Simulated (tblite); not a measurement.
Species: C5H3FO3S (charge +1 and doublet state).
Atom-mapped SMILES: `[O:1]=[CH:2][O:3][C+:4]1[CH:5][S:6][C@H:7]([F:8])[C:9]1=[O:10]` (hydrogens: H11 on C2; H12 on C5; H13 on C7)

Structure used (GFN2-xTB), in Å, numbered top down from 1:
```xyz
13
C5H3FO3S angstrom
O      2.6894   -0.3893   -1.1731
C      2.6435    0.2024   -0.1518
O      1.4793    0.4758    0.5346
C      0.2796    0.1861    0.0578
C     -0.0774   -0.3730   -1.1427
S     -1.7388   -0.6622   -1.3695
C     -2.1136   -0.2874    0.3931
F     -3.2437    0.4141    0.4962
C     -0.8795    0.4774    0.9682
O     -0.8935    1.1279    1.9541
H      3.4738    0.6298    0.4231
H      0.6142   -0.5674   -1.9534
H     -2.2377   -1.2336    0.9456
```

Computed with GFN2-xTB (tblite): harmonic, unscaled wavenumbers at the GFN2-xTB geometry, gas phase. This tight-binding method is rough: wavenumbers can miss measured ones by several per cent, in bad cases by 10 to 20. One conformer, not necessarily the lowest. Open shells enter through the occupations alone, without spin polarisation, and single modes of such species can be off by tens of per cent.

Harmonic wavenumbers (cm⁻¹): 48.1, 71.5, 151.8, 177.6, 239.1, 250.1, 266.0, 331.4, 394.3, 442.0, 474.0, 566.5, 643.9, 721.1, 763.4, 801.7, 812.7, 848.7, 888.9, 923.2, 959.2, 1036.3, 1100.2, 1132.5, 1186.8, 1200.0, 1263.7, 1438.6, 1793.1, 1819.0, 2851.7, 2908.8, 3044.0.

A = 2187, B = 826.7, C = 608.1 MHz; mass 161.979 u (most abundant isotopes); point group C1, symmetry number 1; spin multiplicity 2.

Zero-point energy?

Half the sum of the wavenumbers: 15775 cm⁻¹ = 45.10 kcal/mol.

Give the ideal-gas entropy at 500 K and 1 bar in the rigid-rotor, harmonic-oscillator model (classical rotation).

Translation 43.75, rotation 31.60, vibration 43.05, spin (R ln 2) 1.38: S = 119.8 cal/(mol K).

And Cp and H(500 K) − H(0)?

Cp = 48.07 cal/(mol K), of which vibrations give 40.12 (their classical limit is 33 R = 65.6); H(500 K) − H(0) = 14.98 kcal/mol without the zero-point energy, 11.01 from vibrations.

What must be added to the electronic energy to get the Gibbs energy at 500 K and 1 bar?

ZPE + [H(500 K) − H(0)] − T·S = 45.10 + 14.98 − 59.89 = 0.19 kcal/mol.

Which modes carry the vibrational entropy at 500 K?

48.1 cm⁻¹: 5.92; 71.5 cm⁻¹: 5.13; 151.8 cm⁻¹: 3.65; 177.6 cm⁻¹: 3.34; 239.1 cm⁻¹: 2.77; 250.1 cm⁻¹: 2.68 cal/(mol K); the other 27 give 19.56 together.

Blend soft modes into free rotors: weight 1/[1 + (100 cm⁻¹/ν̃)⁴] for the oscillator and the rest for a rotor with moment μB/(μ + B), μ = h/(8π²ν), B = 10⁻⁴⁴ kg m². What vibrational entropy results?

40.01 cal/(mol K) in place of 43.05, which changes −T·S at 500 K by +1.52 kcal/mol.

How do the functions run with temperature in this model?

```
 T (K)  S (cal/(mol K))  Cp (cal/(mol K))  H − H(0) (kcal/mol)  G − H(0) (kcal/mol)  ln q(vib)
   150             79.0              22.2                 2.21                -9.64       2.55
   250             92.5              31.1                 4.88               -18.23       4.86
298.15             98.3              35.1                 6.48               -22.83       5.98
   400            109.7              42.5                10.44               -33.43       8.33
   600            128.9              52.4                20.01               -57.35      12.76
   900            151.9              60.4                37.07               -99.62      18.74
```

q(vib) and H(0) count from the zero-point level.

Hindered rotation and anharmonicity are outside this model. Other conformers, if any are populated, would add a mixing term that is left out. The structure is chiral; the term R ln 2 for an equal mix with its mirror image is left out.
